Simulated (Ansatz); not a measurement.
Relaxation of F3H3W (7 atoms, charge 0, multiplicity 1), to a largest force component of 0.02 eV/Å in at most 40 steps.

Level of theory: Ansatz, RKS PBE0-D4/def2-SVP.

```xyz
7
Properties=species:S:1:pos:R:3
W 0.000 0.000 0.000
H 0.000 0.000 1.720
F 1.850 0.000 0.000
H 0.000 1.720 0.000
F -1.850 0.000 0.000
H 0.000 -1.720 0.000
F 0.000 0.000 -1.850
```

Where does it end, and by what steps?

The run converged. After 8 steps the energy has fallen by 3.067 eV; H4 moved furthest, 0.84 Å.

| step | energy less start (eV) | largest force component (eV/Å) | accepted |
| --- | --- | --- | --- |
| 0 | 0.0000 | 3.764 | yes |
| 1 | -1.1504 | 1.755 | yes |
| 2 | -1.9579 | 1.716 | yes |
| 3 | -2.6066 | 1.353 | yes |
| 4 | -2.9832 | 0.552 | yes |
| 5 | -3.0622 | 0.528 | yes |
| 6 | -3.0661 | 0.224 | yes |
| 7 | -3.0672 | 0.029 | yes |
| 8 | -3.0673 | 0.013 | yes |

```xyz
7
Properties=species:S:1:pos:R:3
W 0.000 0.000 -0.315
H 0.000 0.000 1.420
F 1.828 0.000 -0.235
H 0.000 1.309 0.729
F -1.828 0.000 -0.235
H 0.000 -1.309 0.729
F 0.000 0.000 -2.224
```

Whether the end is a true minimum wasn't checked by a vibrational analysis.

Time of the run: 23 s on 2 threads of Arm Neoverse V2, on a shared host, peak memory 0.17 GiB.
